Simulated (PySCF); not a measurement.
## Bond length, frequency and bond energy of Be₂ by level of theory

State: ¹Σg⁺ (singlet), closed shell. Set-up: basis Be 6-311G(d,p); no relativity; PySCF 2.14. De refers to Be + Be in their ground configurations, without counterpoise correction. Levels whose curve was spin-contaminated or gave no clean fit are not listed.

| Level | Re (Å) | ωe (cm⁻¹) | De (eV) |
| --- | --- | --- | --- |
| RHF-CCSD(T) | 2.587 | 175 | 0.008 |
| PBE | 2.434 | 348 | 0.425 |
| r²SCAN | 2.482 | 328 | 0.357 |
| M06-L | 2.518 | 343 | 0.315 |
| PBE0 | 2.510 | 296 | 0.282 |
| MN15 | 2.697 | 186 | 0.159 |
| BHandHLYP | 2.687 | 169 | 0.047 |

The bond length runs from 2.434 Å (PBE) to 2.697 Å (MN15). De spans 0.01 eV (RHF-CCSD(T), coupled cluster) to 0.43 eV (PBE, GGA).

Correlated steps freeze no core orbitals. Closed-shell solutions of metal pairs were not tested for spin polarisation, which can lower them a little. The bond is weak. Basis-set superposition, not corrected here, can be much of De in a small basis, most of all at correlated wavefunction levels. Functionals without a dispersion term scatter widely for such bonds, and LDA overbinds them.

The whole job (state search and all levels along the bond) took about 0.82 min on 1 thread of Arm Neoverse V1 (shared host), peak memory 0.43 GiB.
